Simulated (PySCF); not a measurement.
A calculated (LDA, PySCF 2.14, ANO-RCC-VTZP, scalar relativity by spin-free X2C-1e) atom or ion has these occupied shells.

```
shell  electrons  orbital energy (eV)  rms radius, mean of both spins (bohr)
 1s α          1              -876.75                                  0.184
 1s β          1              -874.35                                  0.184
 2s α          1              -79.533                                  0.915
 2s β          1              -74.778                                  0.915
 2p α          3              -56.870                                  0.910
 2p β          1              -52.124                                  0.910
```

Question: Name the element and its charge.

Answer: Ne²⁺ (neon, charge +2), in [He] 2s2 2p4, high-spin 3P determinant.
